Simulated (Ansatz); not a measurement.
`C=CC([SiH3])=S` + `O[Si](Cl)(Cl)Cl` → `C=CO[Si](Cl)(Cl)Cl` + `[SiH3]C=S`  (substitution at a C–C bond)

Program: Ansatz. Geometries: PBE0-D4/def2-TZVP. ΔE: electronic, gas phase. CCSD(T)/CBS is the MP2 limit (def2-TZVPP, def2-QZVPP) plus CCSD(T) − MP2 in def2-TZVPP, frozen cores. Functionals use def2-TZVPP. One conformer a species, not always the lowest.

`C=CC([SiH3])=S`:

Z-matrix (Å, degrees):
```
Si
C 1 1.893
H 1 1.483 2 108.8
H 1 1.491 2 110.6 3 120.0
H 1 1.483 2 108.7 3 -120.1
C 2 1.461 1 120.0 3 -120.7
S 2 1.630 1 114.9 3 59.4
C 6 1.334 2 124.5 1 -179.6
H 6 1.087 2 116.2 1 0.3
H 8 1.085 6 120.5 2 -0.0
H 8 1.083 6 121.2 2 180.0
```

`O[Si](Cl)(Cl)Cl`:

```xyz
6

O    -0.120   -1.229    0.547
Si    0.179    0.233   -0.076
Cl   -0.324    0.315   -2.042
Cl   -0.870    1.676    0.894
Cl    2.158    0.558    0.141
H    -1.023   -1.554    0.535
```

`C=CO[Si](Cl)(Cl)Cl`:

```xyz
10

C    -1.700    0.086    0.094
C    -0.825    0.855   -0.533
O     0.527    0.696   -0.552
Si    1.500   -0.397    0.143
Cl    1.079   -2.269   -0.507
Cl    3.377    0.108   -0.395
Cl    1.327   -0.349    2.161
H    -1.415   -0.780    0.677
H    -2.751    0.329    0.025
H    -1.119    1.721   -1.115
```

`[SiH3]C=S`:

Cartesian coordinates in Å:
```
Si 0.452 -0.218 0.624
C -0.675 0.330 -0.777
S -0.345 0.102 -2.337
H 1.656 -0.874 0.065
H -0.302 -1.152 1.504
H 0.825 0.977 1.430
H -1.610 0.834 -0.509
```

(1) Is it downhill or uphill in electronic energy at CCSD(T)/CBS, and by how much? (An estimate is asked.)

(2) What do these levels give: PBE-D4, PBE0-D4, ωB97M-V, B2PLYP, PBE, r2SCAN, SCS-MP2/def2-TZVPP, CCSD/def2-TZVPP, CCSD(T)/def2-TZVPP, MP2/def2-QZVPP, SCS-MP2/def2-QZVPP, MP2/CBS(def2)? (Estimate.)

Largest T1 diagnostic among the species: 0.017.

Answers

(1) Ansatz gave: Uphill: ΔE = +0.68 eV.

(2) The calculation gave: PBE-D4 0.70, PBE0-D4 0.69, ωB97M-V 0.61, B2PLYP 0.67, PBE 0.70, r2SCAN 0.71, SCS-MP2/def2-TZVPP 0.66, CCSD/def2-TZVPP 0.60, CCSD(T)/def2-TZVPP 0.65, MP2/def2-QZVPP 0.76, SCS-MP2/def2-QZVPP 0.68, MP2/CBS(def2) 0.77 eV.

In def2-TZVPP, CCSD(T) changes the Hartree–Fock value by +0.12 eV (the triples alone add +0.04 eV) and MP2 by +0.22 eV.
